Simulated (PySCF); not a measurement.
## Ti²⁺ (titanium, charge +2) across methods

[Ar] 3d1 4p1, one real determinant (an excited configuration). Computed with PySCF 2.14 in x2c-QZVPPall with one added diffuse shell each of s, p, d, f, g type (12s8p6d4f3g, 121 functions), with the spin-free X2C one-electron Hamiltonian (Gaussian nucleus).

| method | E (hartree) | mean ε 3p β (eV) | mean ε 3d α (eV) | mean ε 4p α (eV) | Σ⟨r²⟩ (bohr²) | ⟨S²⟩ |
| --- | --- | --- | --- | --- | --- | --- |
| UHF | -851.74293 | -70.832 | -34.683 | -17.430 | 25.61 | 2.002 |
| M06 | -852.590 | -64.035 | -28.150 | -15.959 | 24.82 | 2.000 |
| LDA | -850.510 | -61.195 | -26.691 | -15.560 | 24.62 | 2.000 |
| LC-wPBE | -852.457 | -66.654 | -31.851 | -18.063 | 24.83 | 2.000 |
| PBEsol | -851.420 | -61.060 | -26.636 | -15.523 | 24.71 | 2.000 |
| r2SCAN | -852.584 | -62.046 | -27.185 | -15.563 | 24.87 | 2.001 |
| PBE | -852.395 | -61.148 | -26.782 | -15.582 | 24.75 | 2.000 |
| PBE0 | -852.434 | -63.907 | -28.942 | -16.159 | 24.87 | 2.001 |

⟨L²⟩ = 8.02 against 12 for a pure F term, so this real determinant mixes terms.
